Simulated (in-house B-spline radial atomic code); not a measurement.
Inner levels of hafnium as electrons are removed. A shift is the extra binding of the orbital against the neutral atom ([Xe] 4f14 5d3/2(2) 6s2). The density at the nucleus is averaged over the nuclear charge. Computed with a radial B-spline atomic code at the basis-set limit: Dirac-Hartree-Fock, jj configuration that fills j = l - 1/2 first, finite nuclei.

A number in brackets counts the electrons of a j subshell.

```json
{"ion": "Hf21+", "configuration": "[Kr] 4d10 4f5/2(5)", "shift of 3s1/2 (eV)": "597.62", "shift of 1s1/2 (eV)": "593.04", "shift of 3d3/2 (eV)": "600.89", "radius of 3s1/2 (bohr)": "0.20743", "radius of 1s1/2 (bohr)": "0.018987", "radius of 3d3/2 (bohr)": "0.18621", "Σ<r²> (bohr²)": "7.0785", "change of density at nucleus (bohr⁻³)": "-670.55"}
{"ion": "Hf22+", "configuration": "[Kr] 4d10 4f5/2(4)", "shift of 3s1/2 (eV)": "649.16", "shift of 1s1/2 (eV)": "642.48", "shift of 3d3/2 (eV)": "651.55", "radius of 3s1/2 (bohr)": "0.20737", "radius of 1s1/2 (bohr)": "0.018987", "radius of 3d3/2 (bohr)": "0.18605", "Σ<r²> (bohr²)": "6.6757", "change of density at nucleus (bohr⁻³)": "-575.62"}
{"ion": "Hf23+", "configuration": "[Kr] 4d10 4f5/2(3)", "shift of 3s1/2 (eV)": "702.23", "shift of 1s1/2 (eV)": "693.43", "shift of 3d3/2 (eV)": "703.68", "radius of 3s1/2 (bohr)": "0.2073", "radius of 1s1/2 (bohr)": "0.018987", "radius of 3d3/2 (bohr)": "0.18587", "Σ<r²> (bohr²)": "6.2967", "change of density at nucleus (bohr⁻³)": "-474.06"}
{"ion": "Hf24+", "configuration": "[Kr] 4d10 4f5/2(2)", "shift of 3s1/2 (eV)": "756.81", "shift of 1s1/2 (eV)": "745.88", "shift of 3d3/2 (eV)": "757.27", "radius of 3s1/2 (bohr)": "0.20723", "radius of 1s1/2 (bohr)": "0.018987", "radius of 3d3/2 (bohr)": "0.18568", "Σ<r²> (bohr²)": "5.9393", "change of density at nucleus (bohr⁻³)": "-365.88"}
{"ion": "Hf25+", "configuration": "[Kr] 4d10 4f5/2(1)", "shift of 3s1/2 (eV)": "812.86", "shift of 1s1/2 (eV)": "799.82", "shift of 3d3/2 (eV)": "812.29", "radius of 3s1/2 (bohr)": "0.20714", "radius of 1s1/2 (bohr)": "0.018987", "radius of 3d3/2 (bohr)": "0.18548", "Σ<r²> (bohr²)": "5.6015", "change of density at nucleus (bohr⁻³)": "-251.11"}
{"ion": "Hf26+", "configuration": "[Kr] 4d10", "shift of 3s1/2 (eV)": "870.38", "shift of 1s1/2 (eV)": "855.25", "shift of 3d3/2 (eV)": "868.71", "radius of 3s1/2 (bohr)": "0.20705", "radius of 1s1/2 (bohr)": "0.018987", "radius of 3d3/2 (bohr)": "0.18526", "Σ<r²> (bohr²)": "5.2817", "change of density at nucleus (bohr⁻³)": "-129.74"}
{"ion": "Hf27+", "configuration": "[Kr] 4d3/2(4) 4d5/2(5)", "shift of 3s1/2 (eV)": "927.58", "shift of 1s1/2 (eV)": "917.37", "shift of 3d3/2 (eV)": "927.03", "radius of 3s1/2 (bohr)": "0.2069", "radius of 1s1/2 (bohr)": "0.018987", "radius of 3d3/2 (bohr)": "0.18503", "Σ<r²> (bohr²)": "4.9607", "change of density at nucleus (bohr⁻³)": "46.23"}
{"ion": "Hf28+", "configuration": "[Kr] 4d3/2(4) 4d5/2(4)", "shift of 3s1/2 (eV)": "985.71", "shift of 1s1/2 (eV)": "980.69", "shift of 3d3/2 (eV)": "986.32", "radius of 3s1/2 (bohr)": "0.20673", "radius of 1s1/2 (bohr)": "0.018987", "radius of 3d3/2 (bohr)": "0.18479", "Σ<r²> (bohr²)": "4.6503", "change of density at nucleus (bohr⁻³)": "227.78"}
{"ion": "Hf29+", "configuration": "[Kr] 4d3/2(4) 4d5/2(3)", "shift of 3s1/2 (eV)": "1044.74", "shift of 1s1/2 (eV)": "1045.21", "shift of 3d3/2 (eV)": "1046.57", "radius of 3s1/2 (bohr)": "0.20657", "radius of 1s1/2 (bohr)": "0.018987", "radius of 3d3/2 (bohr)": "0.18454", "Σ<r²> (bohr²)": "4.3498", "change of density at nucleus (bohr⁻³)": "414.92"}
{"ion": "Hf30+", "configuration": "[Kr] 4d3/2(4) 4d5/2(2)", "shift of 3s1/2 (eV)": "1104.68", "shift of 1s1/2 (eV)": "1110.93", "shift of 3d3/2 (eV)": "1107.78", "radius of 3s1/2 (bohr)": "0.20639", "radius of 1s1/2 (bohr)": "0.018987", "radius of 3d3/2 (bohr)": "0.18428", "Σ<r²> (bohr²)": "4.059", "change of density at nucleus (bohr⁻³)": "607.67"}
{"ion": "Hf31+", "configuration": "[Kr] 4d3/2(4) 4d5/2(1)", "shift of 3s1/2 (eV)": "1165.52", "shift of 1s1/2 (eV)": "1177.84", "shift of 3d3/2 (eV)": "1169.95", "radius of 3s1/2 (bohr)": "0.20621", "radius of 1s1/2 (bohr)": "0.018987", "radius of 3d3/2 (bohr)": "0.18401", "Σ<r²> (bohr²)": "3.7772", "change of density at nucleus (bohr⁻³)": "806.01"}
{"ion": "Hf32+", "configuration": "[Kr] 4d3/2(4)", "shift of 3s1/2 (eV)": "1227.25", "shift of 1s1/2 (eV)": "1245.95", "shift of 3d3/2 (eV)": "1233.07", "radius of 3s1/2 (bohr)": "0.20602", "radius of 1s1/2 (bohr)": "0.018987", "radius of 3d3/2 (bohr)": "0.18374", "Σ<r²> (bohr²)": "3.5043", "change of density at nucleus (bohr⁻³)": "1009.94"}
{"ion": "Hf33+", "configuration": "[Kr] 4d3/2(3)", "shift of 3s1/2 (eV)": "1290.55", "shift of 1s1/2 (eV)": "1316.57", "shift of 3d3/2 (eV)": "1296.16", "radius of 3s1/2 (bohr)": "0.20581", "radius of 1s1/2 (bohr)": "0.018988", "radius of 3d3/2 (bohr)": "0.18379", "Σ<r²> (bohr²)": "3.2452", "change of density at nucleus (bohr⁻³)": "1228.75"}
{"ion": "Hf34+", "configuration": "[Kr] 4d3/2(2)", "shift of 3s1/2 (eV)": "1354.73", "shift of 1s1/2 (eV)": "1388.41", "shift of 3d3/2 (eV)": "1360.17", "radius of 3s1/2 (bohr)": "0.2056", "radius of 1s1/2 (bohr)": "0.018988", "radius of 3d3/2 (bohr)": "0.18354", "Σ<r²> (bohr²)": "2.9939", "change of density at nucleus (bohr⁻³)": "1453.37"}
{"ion": "Hf35+", "configuration": "[Kr] 4d3/2(1)", "shift of 3s1/2 (eV)": "1419.8", "shift of 1s1/2 (eV)": "1461.47", "shift of 3d3/2 (eV)": "1425.08", "radius of 3s1/2 (bohr)": "0.20538", "radius of 1s1/2 (bohr)": "0.018988", "radius of 3d3/2 (bohr)": "0.18327", "Σ<r²> (bohr²)": "2.7502", "change of density at nucleus (bohr⁻³)": "1683.8"}
{"ion": "Hf36+", "configuration": "[Ar] 3d10 4s2 4p6", "shift of 3s1/2 (eV)": "1485.74", "shift of 1s1/2 (eV)": "1535.75", "shift of 3d3/2 (eV)": "1490.89", "radius of 3s1/2 (bohr)": "0.20515", "radius of 1s1/2 (bohr)": "0.018988", "radius of 3d3/2 (bohr)": "0.183", "Σ<r²> (bohr²)": "2.5137", "change of density at nucleus (bohr⁻³)": "1920.05"}
```
